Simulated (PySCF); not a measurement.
Molecule: `C#C[C@@H]1CCC[C@H]1C#N`, C8H9N.

Geometry (Å), atoms numbered from 1 in this order:
```xyz
18

C     2.850    1.392   -0.800
C     1.874    0.898   -0.315
C     0.673    0.296    0.222
C     0.611   -1.221   -0.041
C    -0.873   -1.508   -0.245
C    -1.337   -0.319   -1.081
C    -0.609    0.882   -0.447
C    -1.440    1.505    0.551
N    -2.096    1.977    1.360
H     3.715    1.826   -1.204
H     0.640    0.490    1.301
H     1.045   -1.790    0.780
H     1.165   -1.457   -0.952
H    -1.050   -2.461   -0.742
H    -1.393   -1.513    0.715
H    -2.419   -0.191   -1.070
H    -1.012   -0.438   -2.115
H    -0.351    1.639   -1.194
```

Frames of a GFN2-xTB Langevin trajectory at 400 K; GIAO PBE0/pcSseg-1 shieldings in PySCF, gas phase, non-relativistic; equivalent atoms averaged within each frame.

References, each an isolated molecule treated in the same way: $^{13}$C (σ = 186.93 ppm) and $^{1}$H (σ = 31.72 ppm) against TMS; $^{15}$N (σ = 267.73 ppm) against NH3. The references are static minima.

How do the shifts (ppm) fluctuate along the trajectory?

Answers


```tsv
time (fs)	C8	C2	C1	C6	C3	C4	C5	C7	N9	H11
optimised geometry	128.6	92.1	77.2	36.8	38.0	40.3	31.2	36.9	297.9	3.07
250	132.0	102.8	81.3	37.6	36.8	34.5	31.9	30.7	311.4	3.45
425	131.9	96.1	82.0	37.1	40.6	46.6	37.5	28.9	298.4	4.63
625	123.8	93.4	83.0	30.0	47.4	39.4	32.0	42.9	298.9	2.33
800	129.3	91.6	77.7	47.3	43.5	33.3	31.2	36.0	305.9	4.56
1000	123.3	90.0	78.1	40.7	40.9	29.7	26.4	43.8	298.8	3.01
mean of frames	128.1	94.8	80.4	38.5	41.8	36.7	31.8	36.5	302.7	3.60
standard deviation	4.3	5.0	2.4	6.3	3.9	6.5	3.9	6.8	5.8	1.00
```

5 frames give an uncertainty of the mean of about the standard deviation over 2.2 at best, since frames this close in time may not be independent; classical motion lacks zero-point vibration, and the reference would need the same averaging.
